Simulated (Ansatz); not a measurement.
H₂MoO₄, SMILES [OH][Mo]([OH])(=[O])=[O], multiplicity 1. Atoms are numbered in the order given.

```xyz
7

Mo     0.0000     0.0000    -0.0510
O      0.0000     1.3334    -1.0620
O      0.0000    -1.3334    -1.0620
O      1.5087     0.0000     1.0361
H      2.4476     0.0000     0.8214
O     -1.5087     0.0000     1.0361
H     -2.4476     0.0000     0.8214
```
Charge 0, spin multiplicity 1.

The structure is a stationary point at PBE0-D3(BJ)/def2-SVP. The multiplicity is an assumed one; no other spin state was optimised. The isomer is the one that the SMILES or the coordinates give; other isomers of the formula were not compared. The def2 effective core potentials stand for the cores of Mo; spin–orbit coupling is left out. The values are those of a single conformer.

Two levels are set side by side: PBE-D3(BJ)/def2-SVP (Ansatz, a first-principles code) and PBE0-D3(BJ)/def2-SVP (Ansatz). Each level has its own optimised geometry; the coordinates shown are those of the second. Differences are taken from unrounded values.

```tsv
quantity	PBE0-D3(BJ)	PBE-D3(BJ)	PBE-D3(BJ) minus PBE0-D3(BJ)
mean bond length (Å)	1.499	1.518	0.019
bond Mo1–O2 (Å)	1.673	1.700	0.026
bond Mo1–O3 (Å)	1.673	1.700	0.026
bond Mo1–O4 (Å)	1.860	1.879	0.020
bond Mo1–O6 (Å)	1.860	1.879	0.020
bond O4–H5 (Å)	0.963	0.975	0.011
bond O6–H7 (Å)	0.963	0.975	0.011
```

Exact exchange shortens and stiffens bonds; PBE has none. Differences between two approximate levels are no errors against the true value.
